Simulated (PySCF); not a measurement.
Predicted microwave data (PBE0-D3(BJ)/def2-SVP geometry optimisation, gas phase (PySCF 2.14.0)) for one isomer of C4H8OSe:

- Rotational constants: A = 3786, B = 1876, C = 1323 MHz
- Dipole components: |μa| = 0.80 D, |μb| = 0.81 D, |μc| = 0.89 D
- Inertial defect: -20.83 u·Å²
- κ: -0.55

**Question.** Which candidate fits, each taken in the one conformer that was computed?
A. `[CH3:1][O:2][C@@H:3]1[CH2:4][CH2:5][Se:6]1` with C1–O2–C3–C4 176°, O2–C3–C4–C5 -139°, C3–C4–C5–Se6 18°, C4–C5–Se6–C3 -14°, O2–C3–Se6–C5 131°
B. `[CH2:1]1[CH2:2][Se:3][CH2:4][CH2:5][O:6]1` with O6–C1–C2–Se3 -40°, C1–C2–Se3–C4 53°, C2–Se3–C4–C5 -11°, Se3–C4–C5–O6 -49°
C. `[CH2:1]=[C:2]([O:3][CH3:4])[Se:5][CH3:6]` with C1–C2–O3–C4 4°, C1–C2–Se5–C6 -143°

**Answer.** A. It is CO[C@@H]1CC[Se]1, an asymmetric top, point group C1. The candidates at the same level (rigid rotor, commonest isotopes):

```csv
SMILES,A (MHz),B (MHz),C (MHz),μa (D),μb (D),μc (D),Δ (u·Å²),point group,rotor
CO[C@@H]1CC[Se]1,3786,1876,1323,0.80,0.81,0.89,-20.83,C1,asymmetric top
C=C(OC)[Se]C,4284,1524,1199,1.59,1.13,0.59,-28.10,C1,asymmetric top
C1C[Se]CCO1,4008,2042,1505,0.62,0.10,1.42,-37.85,C1,asymmetric top
```

`C=C(OC)[Se]C` has B 19 % too low; `C1C[Se]CCO1` has C 14 % too high. No structure here is proved a minimum.
